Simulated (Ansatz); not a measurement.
Born–Oppenheimer molecular dynamics of Cl$_{3}$H$_{2}$HfO (7 atoms, charge 0, multiplicity 2). It starts at the highest image of a converged band. Of that band: Neighbouring images differ by up to 1.7 eV, so the band resolves the path poorly. A vibrational analysis at the climbing image gives one clearly imaginary mode, 3600i cm⁻¹: a first-order saddle point.

All numbers below come from UHF/def2-SVP in Ansatz 0.2.0.

```json
{"ensemble": "NVE (velocity Verlet)", "time step": "0.5 fs", "steps asked": "200", "starting velocities drawn for": "100 K", "seed": "6716"}
```

First frame:

```xyz
7
Properties=species:S:1:pos:R:3
Hf -0.297 -0.189 0.103
Cl -0.377 -0.184 2.599
Cl 2.091 0.128 0.089
O -1.249 1.324 -0.547
H -1.663 2.084 -0.916
Cl -0.967 -2.216 -0.962
H 0.743 0.145 3.564
```

How far do the bonds stretch over the last three quarters of this one trajectory? (Pairs bonded in most of those frames.)


```json
{"bond": "Hf1–Cl2", "mean (Å)": "2.381", "spread (Å)": "0.095", "shortest": "2.26", "longest": "2.51"}
{"bond": "Hf1–Cl3", "mean (Å)": "2.383", "spread (Å)": "0.038", "shortest": "2.34", "longest": "2.45"}
{"bond": "Hf1–O4", "mean (Å)": "1.894", "spread (Å)": "0.014", "shortest": "1.87", "longest": "1.92"}
{"bond": "Hf1–Cl6", "mean (Å)": "2.369", "spread (Å)": "0.025", "shortest": "2.34", "longest": "2.41"}
{"bond": "O4–H5", "mean (Å)": "0.941", "spread (Å)": "0.003", "shortest": "0.94", "longest": "0.95"}
```

Mean temperature of the second half: 2623 K. The conserved energy stayed within 0.16 meV per atom of its start (net change -0.0084 meV per atom), so the integration is sound. The kinetic energy rose, since the run started high on the potential surface and went downhill. It ends in pieces (Cl3HHfO + H), so much of that is their flight and rotation, not heat. A run of 0.1 ps of so small a system gives no equilibrium averages.

Run time: 6.3 min on 4 threads of Intel(R) Xeon(R) Platinum 8259CL CPU @ 2.50GHz (Skylake/Cascade Lake), on a shared host, peak memory 0.37 GiB.
